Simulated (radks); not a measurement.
Ionisation of the technetium ion Tc+, [Kr] 4d5 5s1, to [Kr] 4d5 as the strength of local exchange is varied. Calculated with a radial shooting solver on a logarithmic mesh with Libxc functionals: Dirac Kohn-Sham, Slater X-alpha exchange (alpha = 2/3 is LDA exchange), no correlation, spin-unpolarised, spherical densities, finite nucleus; open shells are shared between the two j in proportion to 2j + 1; Fermi nuclear charge, rms radius 4.4112 fm.

| alpha | E(Tc+) (hartree) | exchange (hartree) | IE (eV) | -e of the level emptied (eV) | <r> of it (bohr) |
|---|---|---|---|---|---|
| 0.55 | -4256.68859 | -98.41238 | 13.386 | 9.939 (5s1/2) | 3.133 |
| 0.655 | -4275.51678 | -117.70370 | 14.088 | 10.619 (5s1/2) | 3.063 |
| 0.667 | -4277.67371 | -119.91866 | 14.170 | 10.698 (5s1/2) | 3.055 |
| 0.797 | -4301.10794 | -144.04842 | 15.063 | 11.572 (5s1/2) | 2.973 |
| 0.897 | -4319.21827 | -162.77690 | 15.765 | 12.267 (5s1/2) | 2.912 |

NIST Atomic Spectra Database: 15.260 eV (semi-empirical). The Delta-SCF value meets it near alpha = 0.83. Spin polarisation and multiplet splitting are left out, so open shells lie too high by an amount that depends on their filling. Sharing an open shell by 2j + 1 raises it above the true ground level by a part of the spin-orbit splitting, which enters the differences from NIST.

Beside tabulated values, note that spin-unpolarised runs miss the spin-polarisation part of the exchange energy of open shells.
